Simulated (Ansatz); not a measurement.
Cost and result up the ladder for the cluster Ge5Se (6 atoms). Total charge 0; singlet. Geometry: r2SCAN-D4/def2-SVP.

```csv
atom,x (Å),y (Å),z (Å)
Ge1,0.362,1.080,-1.050
Ge2,1.109,-0.877,0.656
Ge3,1.010,1.158,1.807
Ge4,0.502,-1.575,-1.643
Ge5,-1.356,0.872,1.133
Se6,-1.625,-0.658,-0.903
```

Ansatz on 4 threads of Arm Neoverse V2 on a shared host. Times are rough, and most runs start from the orbitals of an earlier one. r2SCAN0-D4/def2-TZVP serves as the yardstick here, not as an exact answer. Differences are given only for rows in sets of like size (and for xTB, whose basis is part of the method), since another set adds its own error. Binding counts from free atoms at the same level (Ge triplet, Se triplet; other spins of the atoms weren't run), without zero-point energy or a counterpoise term.

The 6-31G sets use Cartesian d functions. B3LYP takes the VWN-RPA correlation. Correlated methods freeze 54 core orbitals; core or outer-core shells of Ge, Se are correlated, in sets that lack core-valence functions. Another isomer (singlet) lies 0.04 eV lower at PBE0-D4/def2-TZVP; other spin states weren't run for this one.

Correlated methods converge slowly with the basis.

```csv
level,functions,wall time,binding energy per atom (eV),difference from r2SCAN0-D4/def2-TZVP (eV)
PBE-D4/def2-SVP,192,3.2 s,3.16,–
HF/6-31G,174,4.4 s,0.94,–
PBE-D4/def2-TZVP,288,6 s,3.18,0.27
B3LYP-D4/6-31G,174,6 s,2.61,–
PBE0-D4/def2-SVP,192,8 s,2.98,–
PBE-D4/def2-TZVPD,327,9 s,3.19,0.27
RPA@PBE/def2-TZVP,288,14 s,2.64,-0.28
r2SCAN-D4/def2-TZVP (with forces),288,16 s,3.05,0.14
BHLYP-D4/def2-TZVP,288,17 s,2.71,-0.21
MP2/def2-TZVP,288,20 s,3.11,0.20
PBE0-D4/def2-TZVPD,327,21 s,3.02,0.10
PBE0-D4/def2-TZVP,288,24 s,3.01,0.10
r2SCAN0-D4/def2-TZVP,288,26 s,2.91,0.00
```
